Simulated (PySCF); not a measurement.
SnFBr, SMILES [F][Sn][Br] (connectivity only; charge and spin as stated), neutral, multiplicity 1. Atoms are numbered in the order given.

```xyz
3

Sn     0.3385     0.8766     0.0000
F     -1.5229     1.4655     0.0000
Br    -0.0920    -1.6291     0.0000
```
Charge 0, spin multiplicity 1.

Coordinates come from a B3LYP-D3(BJ)/def2-TZVP optimisation. The def2 effective core potentials stand for the cores of Sn; spin–orbit coupling is left out.

Calculation: HF/def2-TZVPD (PySCF).

Mulliken values depend strongly on the basis, most of all with diffuse functions as here. ESP charges are fitted to the potential on shells at 1.4 to 2.0 van der Waals radii. Atomic charges (e):

| atom | ESP fit | Mulliken |
|---|---|---|
| Sn1 | 0.60 | 1.04 |
| F2 | -0.35 | -0.63 |
| Br3 | -0.25 | -0.41 |
